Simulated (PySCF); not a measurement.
C₂H₇Cl₂NSi₂, singlet, at a GFN2-xTB geometry, atoms displaced at random by about 0.08 Å a coordinate; HF/STO-3G, gradient by finite differences in PySCF.

Input for PySCF:
```python
from pyscf import gto, scf

mol = gto.M(
    atom='''
Si    1.364774    0.066500    0.057928
Cl    2.486711   -1.808551   -0.712170
Cl    2.117519    0.479389    1.833177
C    -0.288467   -0.154589   -0.113645
C    -1.208072    0.613782   -0.624297
Si   -3.182522    0.235794   -0.717575
N    -3.753597    1.951619   -0.646915
H     2.003520    0.990355   -0.940931
H    -0.773200   -1.049746    0.326264
H    -0.922797    1.400897   -1.108516
H    -3.618280   -0.220111   -1.876801
H    -3.498914   -0.666771    0.582476
H    -3.453184    2.440659    0.184335
H    -4.887061    2.082234   -0.670136
''',
    basis='sto-3g',
    charge=0,
    spin=0,
    verbose=4,
)

mf = scf.RHF(mol)
mf.conv_tol = 1e-11
mf.kernel()
scan, done = mf.as_scanner(), []
scan.scf_summary = {}
def energy(d):
    c = mol.atom_coords()
    c[0, 1] += d
    e = scan(mol.set_geom_(c, unit='Bohr', inplace=False))
    done.append(scan.converged)
    return e
h = 1e-4
fd = (energy(h) - energy(-h)) / (2 * h)
print('dE/dx =', fd)
```

It wrote (shortened):

```
PySCF version 2.14.0

[INPUT] verbose = 4
[INPUT] num. atoms = 14
[INPUT] num. electrons = 88
[INPUT] charge = 0
[INPUT] spin (= nelec alpha-beta = 2S) = 0
[INPUT] symmetry False subgroup None
[INPUT] Mole.unit = angstrom
[INPUT] Symbol           X                Y                Z      unit          X                Y                Z       unit  Magmom
[...]
nuclear repulsion = 549.675277069829
number of shells = 36
number of NR pGTOs = 174
number of NR cGTOs = 58
basis = sto-3g
ecp = {}

******** <class 'pyscf.scf.hf.RHF'> ********
method = RHF
initial guess = minao
damping factor = 0
level_shift factor = 0
DIIS = <class 'pyscf.scf.diis.CDIIS'>
diis_start_cycle = 1
diis_space = 8
diis_damp = 0
SCF conv_tol = 1e-11
SCF conv_tol_grad = None
SCF max_cycles = 50
direct_scf = True
direct_scf_tol = 1e-13
Set gradient conv threshold to 3.16228e-06
Initial guess from minao.
init E= -1612.88150664502
[...]
cycle= 1 E= -1612.88551703973  delta_E= -0.00401  |g|= 0.454  |ddm|= 4.49
[...]
cycle= 2 E= -1612.9836855073  delta_E= -0.0982  |g|= 0.125  |ddm|= 1.04
[...]
cycle= 3 E= -1612.98991107601  delta_E= -0.00623  |g|= 0.0336  |ddm|= 0.228
[...]
cycle= 4 E= -1612.99054692417  delta_E= -0.000636  |g|= 0.0113  |ddm|= 0.086
[...]
cycle= 5 E= -1612.99060248682  delta_E= -5.56e-05  |g|= 0.00275  |ddm|= 0.0225
[...]
cycle= 6 E= -1612.99060773483  delta_E= -5.25e-06  |g|= 0.00086  |ddm|= 0.0077
[...]
cycle= 7 E= -1612.99060839463  delta_E= -6.6e-07  |g|= 0.000197  |ddm|= 0.00318
[...]
cycle= 8 E= -1612.99060843151  delta_E= -3.69e-08  |g|= 4.81e-05  |ddm|= 0.000777
[...]
cycle= 9 E= -1612.99060843349  delta_E= -1.98e-09  |g|= 9.91e-06  |ddm|= 0.00017
[...]
cycle= 10 E= -1612.99060843357  delta_E= -7.41e-11  |g|= 2.67e-06  |ddm|= 2.78e-05
[...]
cycle= 11 E= -1612.99060843358  delta_E= -1.05e-11  |g|= 7.73e-07  |ddm|= 8.22e-06
[...]
cycle= 12 E= -1612.99060843358  delta_E= -9.09e-13  |g|= 1.85e-07  |ddm|= 2.79e-06
[...]
Extra cycle  E= -1612.99060843357  delta_E= 5.46e-12  |g|= 8.79e-08  |ddm|= 3.96e-07
converged SCF energy = -1612.99060843357
Create scanner for <class 'pyscf.scf.hf.RHF'>

WARN: Mole.unit (angstrom) is changed to Bohr

New geometry
   1 Si     1.364774000000   0.066552917721   0.057928000000 AA    2.579049081927   0.125766787284   0.109468054944 Bohr
   2 Cl     2.486711000000  -1.808551000000  -0.712170000000 AA    4.699202740943  -3.417666072308  -1.345806254132 Bohr
[...]
converged SCF energy = -1612.99060578188
[...]
   2 Cl     2.486711000000  -1.808551000000  -0.712170000000 AA    4.699202740943  -3.417666072308  -1.345806254132 Bohr
   3 Cl     2.117519000000   0.479389000000   1.833177000000 AA    4.001530973563   0.905913917129   3.464202467852 Bohr
   4 C     -0.288467000000  -0.154589000000  -0.113645000000 AA   -0.545123625975  -0.292130871870  -0.214757925426 Bohr
   5 C     -1.208072000000   0.613782000000  -0.624297000000 AA   -2.282925218756   1.159879880188  -1.179750350388 Bohr
   6 Si    -3.182522000000   0.235794000000  -0.717575000000 AA   -6.014094965403   0.445586081816  -1.356020223835 Bohr
   7 N     -3.753597000000   1.951619000000  -0.646915000000 AA   -7.093270311989   3.688025409498  -1.222492175873 Bohr
   8 H      2.003520000000   0.990355000000  -0.940931000000 AA    3.786104085089   1.871499716094  -1.778101892113 Bohr
   9 H     -0.773200000000  -1.049746000000   0.326264000000 AA   -1.461136239514  -1.983732440358   0.616549604305 Bohr
  10 H     -0.922797000000   1.400897000000  -1.108516000000 AA   -1.743833598570   2.647311658725  -2.094791644698 Bohr
  11 H     -3.618280000000  -0.220111000000  -1.876801000000 AA   -6.837558241991  -0.415949507004  -3.546639880310 Bohr
  12 H     -3.498914000000  -0.666771000000   0.582476000000 AA   -6.611989193406  -1.260014577802   1.100720114132 Bohr
  13 H     -3.453184000000   2.440659000000   0.184335000000 AA   -6.525572017730   4.612177073455   0.348342665172 Bohr
  14 H     -4.887061000000   2.082234000000  -0.670136000000 AA   -9.235206844043   3.934851987258  -1.266373506212 Bohr

******** <class 'pyscf.scf.hf.RHF_Scanner'> ********
method = RHF_Scanner
initial guess = minao
damping factor = 0
level_shift factor = 0
DIIS = <class 'pyscf.scf.diis.CDIIS'>
diis_start_cycle = 1
diis_space = 8
diis_damp = 0
SCF conv_tol = 1e-11
SCF conv_tol_grad = None
SCF max_cycles = 50
direct_scf = True
direct_scf_tol = 1e-13
Set gradient conv threshold to 3.16228e-06
init E= -1612.99060714552
[...]
cycle= 1 E= -1612.99061108253  delta_E= -3.94e-06  |g|= 1.89e-05  |ddm|= 0.000168
[...]
cycle= 2 E= -1612.99061108278  delta_E= -2.55e-10  |g|= 6.12e-06  |ddm|= 5.15e-05
[...]
cycle= 3 E= -1612.99061108281  delta_E= -3.09e-11  |g|= 2.59e-06  |ddm|= 2.15e-05
[...]
cycle= 4 E= -1612.99061108281  delta_E= -1.82e-12  |g|= 7.45e-07  |ddm|= 6.63e-06
[...]
Extra cycle  E= -1612.99061108281  delta_E=    0  |g|= 3.69e-07  |ddm|= 2.13e-06
converged SCF energy = -1612.99061108281
dE/dx = 0.02650467649800703
```
